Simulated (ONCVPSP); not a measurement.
# Which change was made? (Zr, ONCV)

* Element: zirconium (Zr)
* Generator: ONCVPSP 4.0.1
* Type: optimised norm-conserving Vanderbilt (ONCV)
* Functional: revPBE
* Relativity: scalar-relativistic
* Frozen core: [Ar] 3d10
* Valence charge: 12
* Reference configuration: 4s2 4p6 4d2.5 5s1.5
* Partial waves: 4s+5s: rc 2.00 bohr, ncon 4, nbas 8, qcut 7.2 1/bohr, 2 projectors; 4p: rc 1.55 bohr, ncon 4, nbas 8, qcut 6.4 1/bohr, 3 projectors, debl 0.9 Ha; 4d: rc 3.10 bohr, ncon 4, nbas 9, qcut 4.3 1/bohr, 2 projectors, debl 2.1 Ha
* Local potential: polynomial inside 1.25 bohr (lpopt 5, dvloc0 1 Ha)
* Core correction: Teter function, fcfact 2.25, rcfact 1.3

In the p channel the program set the typed energies aside and used -1.154, 0.250, 1.150 Ha.

Cutoffs, loose and tight: the cutoffs (Ha) at which the residual kinetic energy of the hardest occupied pseudo-wave falls to 1 and 0.1 mHa per electron. They do not see the model core or the augmentation charge, which bear on the density cutoff. Test errors are all-electron minus pseudo excitation energies from the reference, over the configurations 4s2 4p6 4d2 5s2; 4s2 4p6 4d2 5s1; 4s2 4p6 4d2 5s0; 4s2 4p6 4d1 5s2 5p1; variants that change the core or the reference have their own tests.

The base gives: outcome: generated, projector energies reset by the program; cutoff, loose: 17 Ha; cutoff, tight: 46 Ha; bound ghosts: none; GHOST(+) flags above zero: s, d; largest test error (meV): +140.

After one change the result is: outcome: generated, projector energies reset by the program; cutoff, loose: 12 Ha; cutoff, tight: 16 Ha; bound ghosts: none; GHOST(+) flags above zero: d; largest test error (meV): +313. Which change was it?
A. all radii but the core radius scaled by about 0.78 (s 1.56, p 1.20, d 2.42 bohr); local potential polynomial inside 0.98 bohr (lpopt 5, dvloc0 1 Ha)
B. all radii but the core radius scaled by about 1.29 (s 2.58, p 2.00, d 4.00 bohr); local potential polynomial inside 1.62 bohr (lpopt 5, dvloc0 1 Ha)
C. all radii but the core radius scaled by about 0.87 (s 1.74, p 1.34, d 2.68 bohr); local potential polynomial inside 1.08 bohr (lpopt 5, dvloc0 1 Ha)
D. all radii but the core radius scaled by about 1.16 (s 2.32, p 1.80, d 3.58 bohr); local potential polynomial inside 1.44 bohr (lpopt 5, dvloc0 1 Ha)

B. The others give: all radii but the core radius scaled by about 0.87 (s 1.74, p 1.34, d 2.68 bohr); local potential polynomial inside 1.08 bohr (lpopt 5, dvloc0 1 Ha) → outcome: generated, projector energies reset by the program; cutoff, loose: 24 Ha; cutoff, tight: 100 Ha; bound ghosts: p; GHOST(+) flags above zero: s; largest test error (meV): +79 | all radii but the core radius scaled by about 1.16 (s 2.32, p 1.80, d 3.58 bohr); local potential polynomial inside 1.44 bohr (lpopt 5, dvloc0 1 Ha) → outcome: generated, projector energies reset by the program; cutoff, loose: 13 Ha; cutoff, tight: 17 Ha; bound ghosts: none; GHOST(+) flags above zero: d; largest test error (meV): +224 | all radii but the core radius scaled by about 0.78 (s 1.56, p 1.20, d 2.42 bohr); local potential polynomial inside 0.98 bohr (lpopt 5, dvloc0 1 Ha) → outcome: generated, projector energies reset by the program; cutoff, loose: 37 Ha; cutoff, tight: 121 Ha; bound ghosts: p; GHOST(+) flags above zero: s, p; largest test error (meV): +49.
